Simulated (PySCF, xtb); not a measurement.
C2H4BN3, SMILES B1(N=CC=N1)N. The values are those of a single conformer.

Harmonic wavenumbers (cm⁻¹) from GFN2-xTB run with xtb 6.7.1 at its own minimum, in rising order: 132, 271, 421, 551, 588, 590, 621, 726, 798, 806, 857, 908, 910, 1019, 1183, 1205, 1420, 1538, 1638, 1656, 3046, 3054, 3490, 3536.

**Question.** What does PBE-D3(BJ)/def2-SVP in PySCF 2.14.0 give at its own minimum? (An estimate is asked for; the answer gives what the named calculation found.)

**Answer.** 143, 300, 449, 565, 598, 653, 672, 774, 794, 852, 859, 865, 964, 1106, 1266, 1283, 1395, 1560, 1582, 1627, 3006, 3021, 3514, 3627. Paired by order, the mean absolute difference is 41 cm⁻¹ and the zero-point energies are 44.3 and 45.0 kcal/mol.
